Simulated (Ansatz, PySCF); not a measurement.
H5N2O2Ta, SMILES [NH2][Ta]([NH2])([OH])=[O], multiplicity 1. Atoms are numbered in the order given.

```xyz
10

Ta     0.0079     0.0092    -0.0123
O      1.1470     0.7833    -1.0479
O      0.7966    -0.9738     1.4373
H      1.6859    -1.1550     1.7494
N     -1.0266    -1.2362    -1.1670
H     -0.9331    -1.3072    -2.1761
H     -1.7659    -1.8585    -0.8505
N     -1.1401     1.4576     0.7214
H     -1.0908     2.4346     0.4469
H     -1.9002     1.3300     1.3847
```

Geometry optimised at PBE0-D3(BJ)/def2-SVP. The multiplicity is an assumed one; other spin states were not compared. The def2 effective core potentials stand for the cores of Ta; spin–orbit coupling is left out. Other conformers were not sampled.

Two levels are set side by side: PBE-D3(BJ)/def2-SVP (Ansatz, a program for electronic structure) and PBE0-D3(BJ)/def2-SVP (Ansatz). Each level has its own optimised geometry; the coordinates shown are those of the second. Frequencies come from the Hessian of PySCF at each geometry. Differences are taken from unrounded values.

```tsv
quantity	PBE0-D3(BJ)
mean bond length (Å)	1.405
bond Ta1–O2 (Å)	1.723
bond Ta1–O3 (Å)	1.921
bond Ta1–N5 (Å)	1.989
bond Ta1–N8 (Å)	1.989
bond O3–H4 (Å)	0.960
bond N5–H6 (Å)	1.016
bond N5–H7 (Å)	1.017
bond N8–H9 (Å)	1.016
bond N8–H10 (Å)	1.017
highest harmonic wavenumber (cm⁻¹)	3970
mean harmonic wavenumber (cm⁻¹)	1211
zero-point energy (kcal/mol)	41.53
```

Task: What does PBE-D3(BJ) give, and how far is it from PBE0-D3(BJ)? (An estimate is asked for; the answer gives what the named calculation found.)

Result: 
```json
[
 {"quantity": "mean bond length (Å)", "PBE-D3(BJ)": "1.417", "PBE-D3(BJ) minus PBE0-D3(BJ)": "0.012"},
 {"quantity": "bond Ta1–O2 (Å)", "PBE-D3(BJ)": "1.742", "PBE-D3(BJ) minus PBE0-D3(BJ)": "0.019"},
 {"quantity": "bond Ta1–O3 (Å)", "PBE-D3(BJ)": "1.938", "PBE-D3(BJ) minus PBE0-D3(BJ)": "0.017"},
 {"quantity": "bond Ta1–N5 (Å)", "PBE-D3(BJ)": "2.001", "PBE-D3(BJ) minus PBE0-D3(BJ)": "0.012"},
 {"quantity": "bond Ta1–N8 (Å)", "PBE-D3(BJ)": "2.001", "PBE-D3(BJ) minus PBE0-D3(BJ)": "0.012"},
 {"quantity": "bond O3–H4 (Å)", "PBE-D3(BJ)": "0.971", "PBE-D3(BJ) minus PBE0-D3(BJ)": "0.012"},
 {"quantity": "bond N5–H6 (Å)", "PBE-D3(BJ)": "1.025", "PBE-D3(BJ) minus PBE0-D3(BJ)": "0.009"},
 {"quantity": "bond N5–H7 (Å)", "PBE-D3(BJ)": "1.026", "PBE-D3(BJ) minus PBE0-D3(BJ)": "0.009"},
 {"quantity": "bond N8–H9 (Å)", "PBE-D3(BJ)": "1.025", "PBE-D3(BJ) minus PBE0-D3(BJ)": "0.009"},
 {"quantity": "bond N8–H10 (Å)", "PBE-D3(BJ)": "1.026", "PBE-D3(BJ) minus PBE0-D3(BJ)": "0.009"},
 {"quantity": "highest harmonic wavenumber (cm⁻¹)", "PBE-D3(BJ)": "3796", "PBE-D3(BJ) minus PBE0-D3(BJ)": "-173"},
 {"quantity": "mean harmonic wavenumber (cm⁻¹)", "PBE-D3(BJ)": "1168", "PBE-D3(BJ) minus PBE0-D3(BJ)": "-43"},
 {"quantity": "zero-point energy (kcal/mol)", "PBE-D3(BJ)": "40.06", "PBE-D3(BJ) minus PBE0-D3(BJ)": "-1.47"}
]
```

Exact exchange shortens and stiffens bonds; PBE has none. Differences between two approximate levels are no errors against the true value.
